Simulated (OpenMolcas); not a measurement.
**How basis sets differ on CH5AlO2 (SMILES C[Al](O)O)**

CH5AlO2: 9 atoms, total charge 0, spin state singlet. As SMILES, `C[Al](O)O`. Geometry: relaxed at PBE0-D4/def2-TZVP. This is one conformer, not always the lowest.

Quantity: the HOMO–LUMO gap, in eV. The values are calculated.

```json
{"level": "HF/ANO-R0 (sfX2C)", "kind": "Hartree–Fock", "program": "OpenMolcas", "value (eV)": "15.26", "CPU time": "2.5 s"}
{"level": "HF/STO-3G", "kind": "Hartree–Fock", "program": "OpenMolcas", "value (eV)": "18.67", "CPU time": "2.8 s"}
{"level": "HF/3-21G", "kind": "Hartree–Fock", "program": "OpenMolcas", "value (eV)": "15.11", "CPU time": "3.3 s"}
{"level": "HF/def2-SVP", "kind": "Hartree–Fock", "program": "OpenMolcas", "value (eV)": "14.63", "CPU time": "9.7 s"}
```

The values span 14.63 to 18.67 eV. A Hartree–Fock LUMO above zero doesn't converge with the basis: it sinks as sets grow more diffuse. Orbital gaps aren't excitation energies. CPU times are rough (shared hosts, several kinds of processor): they show what a rung costs within a factor of a few.
